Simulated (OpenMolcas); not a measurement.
**Cr2+: effect of the metal basis**

Cr2+ with its 8 nearest fluoride ions at 2.284 Å, on the Ca site of CaF2 (a = 5.46294 Å, distance in the model lattice 2.366 Å). The rest of the host is ab initio model potentials to 7.6 Å and point charges beyond; the distance is set by hand and nothing relaxes.

```yaml
Program: OpenMolcas 26.06
Method: CASSCF
Spin-orbit_coupling: RASSI with atomic mean-field integrals over the reference wave functions
```

Fixed: ligand basis ANO-RCC-VDZP, active space 4 electrons in 5 orbitals (3d), DKH2 Hamiltonian.

States (labels of O, the rotations of Oh). Energies in cm-1 above the lowest state or level, χT in cm3 K/mol; under a threefold ground state the first gap can be a small split of the lowest multiplet, not the spin-orbit step.

```csv
Run,Metal basis,Ground state,First state of that spin,First gap with spin-orbit (degeneracies),χT at 300 K,First state of another spin,Cost
A,ANO-RCC-VDZP,5T2,5E 4567,"13.6 (1, 3)",2.617,3T1 16057,roughly 50 core-seconds
B,ANO-RCC-VTZP,5T2,5E 4427,"13.3 (1, 3)",2.630,2S+1 = 3: 16490,roughly 100 core-seconds
```

Against A, the first state of the same spin changes by -3.1 % in B.

Costs are those of the RASSCF and RASSI steps.

An orbital triplet at a regular site is open to Jahn-Teller coupling, which can distort the site and quench the lowest spin-orbit gaps and is left out. Without dynamic correlation the repulsion within the d shell is too large (B by tens of per cent), so at a given field states of lower spin stand too high. Ligand-to-metal charge-transfer states are missing. With no ligand orbital active B as a rule stays too high, so bands that hang on it stand too high and its fall with covalency is understated. With metal d orbitals alone and no dynamic correlation 10Dq can be off by a tenth to a fifth, either way, in oxide and fluoride hosts. A group larger than the point group allows holds several states that coincide in this model. No measured value stands beside these numbers; the geometry was set by hand and not optimised.

A state without a sure symmetry label is named by its multiplicity alone.
